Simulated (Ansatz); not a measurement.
`O=C(F)C(F)(F)F` + H₂O → `O=C(O)C(F)(F)F` + H–F at 600 K and 1 bar (formal hydrolysis of a C–F bond).

Isolated molecules relaxed with PBE0-D4/def2-TZVP in Ansatz; ΔE leaves out vibrations. CCSD(T)/CBS adds triple-zeta CCSD(T) − MP2 to the extrapolated MP2 energy (def2 sets, frozen cores). This one scheme is used for every species. One conformer a species, not always the lowest.

```tsv
species	CCSD(T)/CBS energy (Eh)	H − E (kJ/mol)	S (J/(mol·K))
`O=C(F)C(F)(F)F`	-550.43128	121.4	409.8
H₂O	-76.37941	76.8	212.8
`O=C(O)C(F)(F)F`	-526.42912	158.1	419.3
H–F	-100.39570	42.3	194.0
```

H − E and S are ideal-gas, rigid-rotor, harmonic terms from PBE0-D4/def2-TZVP, for one conformer and one mirror image of each species. 1 Eh = 2625.50 kJ/mol, R = 8.31446 J/(mol·K).

Question: By hand: ΔE, ΔH, ΔS and ΔG.

Answer: ΔE = (-526.42912) + (-100.39570) − (-550.43128) − (-76.37941) = -0.01413 Eh = -37.1 kJ/mol. Δ(H − E) = 158.1 + 42.3 − 121.4 − 76.8 = 2.2, so ΔH = -34.9 kJ/mol. ΔS = 419.3 + 194.0 − 409.8 − 212.8 = -9.3 J/(mol·K). ΔG = -34.9 − 600 × (-9.3)/1000 = -29.3 kJ/mol.

Question: By hand: the equilibrium constant, and the temperature at which ΔG would vanish if ΔH and ΔS stayed fixed.

Answer: log₁₀ K = −ΔG/(RT ln 10) = 2.6. ΔG = 0 at ΔH/ΔS = 3753 K, far beyond where these terms or the molecules hold.

The number of gas molecules stays the same, so ΔS is small and ΔH decides. A doubt of 5 kJ/mol in ΔE shifts log₁₀ K by 0.4 here. Other conformers and mirror images would add mixing entropy, several J/(mol·K) or more a flexible species. Modes under 60 cm⁻¹, often nearly free rotors, make the harmonic entropy too high. These are equilibria of isolated gas molecules and say nothing of rates. Largest T1 diagnostic: 0.014 (customary marks: 0.02 for closed shells, 0.045 for open ones).
